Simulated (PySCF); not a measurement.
**F⁺ (fluorine, charge +1) across methods**

[He] 2s2 2p4, high-spin 3P determinant. Calculation: PySCF 2.14, in aug-cc-pVDZ-DK (4s3p2d, 23 functions); scalar relativity by spin-free X2C-1e. The B2PLYP total includes its PT2 part (frozen core); its orbital energies are those of the SCF part.

```json
{"method": "PBE0", "E (hartree)": "-99.0913", "mean ε 2s β (eV)": "-47.591", "mean ε 2p α (eV)": "-32.809", "mean ε 2p β (eV)": "-29.008", "Σ⟨r²⟩ (bohr²)": "7.278", "⟨S²⟩": "2.002"}
{"method": "TPSS", "E (hartree)": "-99.1898", "mean ε 2s β (eV)": "-45.201", "mean ε 2p α (eV)": "-30.130", "mean ε 2p β (eV)": "-26.912", "Σ⟨r²⟩ (bohr²)": "7.277", "⟨S²⟩": "2.002"}
{"method": "UHF", "E (hartree)": "-98.88875", "mean ε 2s β (eV)": "-54.566", "mean ε 2p α (eV)": "-40.705", "mean ε 2p β (eV)": "-35.569", "Σ⟨r²⟩ (bohr²)": "7.227", "⟨S²⟩": "2.005"}
{"method": "r2SCAN", "E (hartree)": "-99.1369", "mean ε 2s β (eV)": "-45.250", "mean ε 2p α (eV)": "-30.903", "mean ε 2p β (eV)": "-27.031", "Σ⟨r²⟩ (bohr²)": "7.263", "⟨S²⟩": "2.003"}
{"method": "B2PLYP", "E (hartree)": "-99.1220", "mean ε 2s β (eV)": "-50.362", "mean ε 2p α (eV)": "-35.758", "mean ε 2p β (eV)": "-31.600", "Σ⟨r²⟩ (bohr²)": "7.259", "⟨S²⟩": "2.003"}
{"method": "B3LYP", "E (hartree)": "-99.1748", "mean ε 2s β (eV)": "-47.229", "mean ε 2p α (eV)": "-32.309", "mean ε 2p β (eV)": "-28.689", "Σ⟨r²⟩ (bohr²)": "7.290", "⟨S²⟩": "2.002"}
{"method": "PBE", "E (hartree)": "-99.0778", "mean ε 2s β (eV)": "-44.764", "mean ε 2p α (eV)": "-29.921", "mean ε 2p β (eV)": "-26.434", "Σ⟨r²⟩ (bohr²)": "7.319", "⟨S²⟩": "2.002"}
{"method": "LDA", "E (hartree)": "-98.4996", "mean ε 2s β (eV)": "-44.795", "mean ε 2p α (eV)": "-30.059", "mean ε 2p β (eV)": "-26.178", "Σ⟨r²⟩ (bohr²)": "7.355", "⟨S²⟩": "2.002"}
{"method": "TPSSh", "E (hartree)": "-99.1844", "mean ε 2s β (eV)": "-46.289", "mean ε 2p α (eV)": "-31.268", "mean ε 2p β (eV)": "-27.892", "Σ⟨r²⟩ (bohr²)": "7.266", "⟨S²⟩": "2.002"}
```
